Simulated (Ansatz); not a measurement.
`FC([SiH3])I` + HBr → `FC(Br)I` + SiH₄  (substitution at a C–Si bond)

Gas-phase electronic energies from Ansatz, PBE0-D4/def2-TZVP geometries. CBS: MP2 limit from def2 TZ/QZ plus the TZ coupled-cluster correction, frozen cores. This one scheme is used for every species. DFT in def2-TZVPP. HSE06 is defined as in plane-wave codes. def2 core potentials past Kr. For Br, I outer-core shells are correlated without core-valence functions, which leaves a few kJ/mol of doubt a bond. Scalar relativity is left out up to krypton.

(1) Is it downhill or uphill in electronic energy at CCSD(T)/CBS, and by how much? (Best estimate.)

(2) What do these levels give: BLYP-D4, PBE0-D4, HSE06-D4, CAM-B3LYP-D4, revPBE, PBE0, CAM-B3LYP, HF/def2-SVP, CCSD(T)/def2-SVP, MP2/def2-TZVPP, CCSD/def2-TZVPP, MP2/def2-QZVPP? (Best estimate.)

Largest T1 diagnostic among the species: 0.011.

## Answers

(1) Ansatz gave: Uphill: ΔE = +52.4 kJ/mol.

(2) Computed: BLYP-D4 42.5, PBE0-D4 49.4, HSE06-D4 49.2, CAM-B3LYP-D4 50.3, revPBE 41.5, PBE0 48.3, CAM-B3LYP 49.2, HF/def2-SVP 60.5, CCSD(T)/def2-SVP 53.6, MP2/def2-TZVPP 47.6, CCSD/def2-TZVPP 52.1, MP2/def2-QZVPP 48.8 kJ/mol.

In def2-TZVPP, CCSD(T) changes the Hartree–Fock value by −3.3 kJ/mol (the triples alone add −1.8 kJ/mol) and MP2 by −6.0 kJ/mol. From r2SCAN to r2SCAN0 (25 % exact exchange), in def2-TZVPP and without D4, ΔE moves by +3.8 kJ/mol.
